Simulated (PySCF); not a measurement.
**Dipole polarisabilities along the third row, charge +1**

Calculated with PySCF 2.14 for the ground configurations, without spin-orbit coupling: coupled response for Hartree-Fock and DFT. Mean α in bohr³, C₆ of like pairs in atomic units.

| species | α UHF | α PBE | α PBE0 | C₆ UHF | C₆ PBE | C₆ PBE0 |
| --- | --- | --- | --- | --- | --- | --- |
| Mg⁺ [Ne] 3s1 (aug-cc-pCVQZ, non-relativistic) | 38.82 | 33.64 | 35.15 | 179.6 | 145.0 | 154.7 |
| Al⁺ [Ne] 3s2 (aug-cc-pCVQZ-DK, spin-free X2C) | 26.25 | 24.17 | 24.68 | 139.1 | 122.5 | 126.5 |
| Si⁺ [Ne] 3s2 3p1 (aug-cc-pCVQZ-DK, spin-free X2C) | 19.47 | 19.05 | 19.02 | 104.6 | 100.6 | 100.6 |
| P⁺ [Ne] 3s2 3p2 (aug-cc-pwCVQZ, non-relativistic) | 14.47 | 14.45 | 14.32 | 74.96 | 74.57 | 73.81 |
| S⁺ [Ne] 3s2 3p3 (aug-cc-pwCVQZ, non-relativistic) | 10.91 | 11.02 | 10.88 | 53.60 | 54.32 | 53.49 |
| Cl⁺ [Ne] 3s2 3p4 (aug-cc-pCVQZ-DK, spin-free X2C) | 8.552 | 8.829 | 8.679 | 40.33 | 41.87 | 41.00 |
| Ar⁺ [Ne] 3s2 3p5 (aug-cc-pCVQZ-DK, spin-free X2C) | 6.790 | 7.080 | 6.945 | 30.46 | 32.02 | 31.27 |

The values depend on the diffuse functions of the basis.
